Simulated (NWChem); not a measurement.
System: MnF₂, sextet; SMILES [Mn]([F])[F]

NWChem input:

```
start job
memory heap 200 mb stack 900 mb global 1100 mb
geometry units angstroms
  Mn     0.037895     0.001892    -0.004616
  F     -0.253606     1.271600    -1.107124
  F      0.144023    -1.277072     1.120474
end
basis spherical
  * library def2-svp
end
dft
  odft
  mult 6
  xc b3lyp
  iterations 150
end
driver
  maxiter 150
  loose
end
task dft optimize
```

NWChem printed, in part:

```
             Northwest Computational Chemistry Package (NWChem) 7.3.0
             --------------------------------------------------------

 C2V symmetry detected

                             Geometry "geometry" -> ""
                             -------------------------

 Output coordinates in angstroms (scale by  1.889725989 to convert to a.u.)

  No.       Tag          Charge          X              Y              Z
 ---- ---------------- ---------- -------------- -------------- --------------
    1 Mn                  25.0000     0.00000000     0.00000000     0.03913381
    2 F                    9.0000     1.70411492     0.00000000    -0.05435251
    3 F                    9.0000    -1.70411492     0.00000000    -0.05435251

 Effective nuclear repulsion energy (a.u.)     152.1047174639

      Symmetry information
      --------------------

 Group name             C2v
 Group number             16
 Group order               4
 No. of unique centers     2

                                Z-matrix (autoz)
                                --------

 Units are Angstrom for bonds and degrees for angles

      Type          Name      I     J     K     L     M      Value
      ----------- --------  ----- ----- ----- ----- ----- ----------
    1 Stretch                  1     2                       1.70668
    2 Stretch                  1     3                       1.70668
    3 Bend                     2     1     3               173.71990

                           NWChem Geometry Optimization
                           ----------------------------

 maximum gradient threshold         (gmax) =   0.004500
 rms gradient threshold             (grms) =   0.003000
 maximum cartesian step threshold   (xmax) =   0.018000
 rms cartesian step threshold       (xrms) =   0.012000
 fixed trust radius                (trust) =   0.300000
 source of zmatrix                         =   autoz

          -------------------
          Energy Minimization
          -------------------

 Using diagonal initial Hessian
 Scaling for Hessian diagonals: bonds = 1.00  angles = 0.25  torsions = 0.10

          --------
          Step   0

                                 NWChem DFT Module
                                 -----------------

 Summary of "ao basis" -> "ao basis" (spherical)
 ------------------------------------------------------------------------------
       Tag                 Description            Shells   Functions and Types
 ---------------- ------------------------------  ------  ---------------------
 Mn                         def2-svp                11       31   5s3p2d1f
 F                          def2-svp                 6       14   3s2p1d

      Symmetry analysis of basis
      --------------------------

[...]

      ----------------------
      Optimization converged
      ----------------------

  Step       Energy      Delta E   Gmax     Grms     Xrms     Xmax
  ---- ---------------- -------- -------- -------- -------- --------
@    4   -1350.49263620 -1.4D-05  0.00002  0.00001  0.00479  0.00797
                                     ok       ok       ok       ok

                                Z-matrix (autoz)
                                --------

 Units are Angstrom for bonds and degrees for angles

      Type          Name      I     J     K     L     M      Value     Gradient
      ----------- --------  ----- ----- ----- ----- ----- ---------- ----------
    1 Stretch                  1     2                       1.77935   -0.00001
    2 Stretch                  1     3                       1.77935   -0.00001
    3 Bend                     2     1     3               179.96705   -0.00002

                         Geometry "geometry" -> "geometry"
                         ---------------------------------

 Output coordinates in angstroms (scale by  1.889725989 to convert to a.u.)

  No.       Tag          Charge          X              Y              Z
 ---- ---------------- ---------- -------------- -------------- --------------
    1 Mn                  25.0000     0.00000000     0.00000000    -0.02353145
    2 F                    9.0000     1.77935241     0.00000000    -0.02301988
    3 F                    9.0000    -1.77935241     0.00000000    -0.02301988

 Effective nuclear repulsion energy (a.u.)     145.8740998446

      Symmetry information
      --------------------

 Group name             C2v
 Group number             16
 Group order               4
 No. of unique centers     2

                Final and change from initial internal coordinates
                --------------------------------------------------

                                Z-matrix (autoz)
                                --------

 Units are Angstrom for bonds and degrees for angles

      Type          Name      I     J     K     L     M      Value       Change
      ----------- --------  ----- ----- ----- ----- ----- ---------- ----------
    1 Stretch                  1     2                       1.77935    0.07268
    2 Stretch                  1     3                       1.77935    0.07268
    3 Bend                     2     1     3               179.96705    6.24716

 ==============================================================================
                                internuclear distances
 ------------------------------------------------------------------------------
       center one      |      center two      | atomic units |  angstroms
 ------------------------------------------------------------------------------
    2 F                |   1 Mn               |     3.36249  |     1.77935
    3 F                |   1 Mn               |     3.36249  |     1.77935
 ------------------------------------------------------------------------------
                         number of included internuclear distances:          2
 ==============================================================================
```

Level: B3LYP/def2-SVP, spin-unrestricted. No stability test was run on the SCF state.
